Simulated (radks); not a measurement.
Q: Species: the niobium ion Nb0.5+. Configuration: [Kr] 4d(up 3.5, down 0) 5s1 (fractional occupations, a model configuration). All-electron calculation, scalar-relativistic Kohn-Sham, PBE, spin-polarised, spherical densities, point nucleus; open shells are filled with parallel spins first (spin-orbit coupling, left out, can overturn this in heavy ions). Program: a radial shooting solver on a logarithmic mesh with Libxc functionals. Some entries of the table are withheld. Estimate them.

orbital  occ.  eigenvalue (eV)  <1/r> (bohr^-1)
1s up       1        -18812.49            42.40
1s down     1        -18812.48            42.40
2s up       1        -2634.958            9.526
2s down     1        -2634.651            9.527
2p up       3        -2353.143            9.272
2p down     3        -2352.915            9.272
3s up       1        -442.9984            3.252
3s down     1        -442.8234            3.252
3p up       3        -350.8972            3.091
3p down     3        -350.7026            3.090
3d up       5        -200.4005            2.854
3d down     5        -200.1053            2.854
4s up       1         -63.2025            1.168
4s down     1         -61.3288            1.179
4p up       3         -39.4073            1.026
4p down     3         -37.2522            1.038
4d up     3.5              (1)           0.6611
5s up       1          -7.6407           0.3784
4d down     0              (2)           0.6673

A: 
(1) 4d up eigenvalue (eV): -7.7188
(2) 4d down eigenvalue (eV): -5.0853
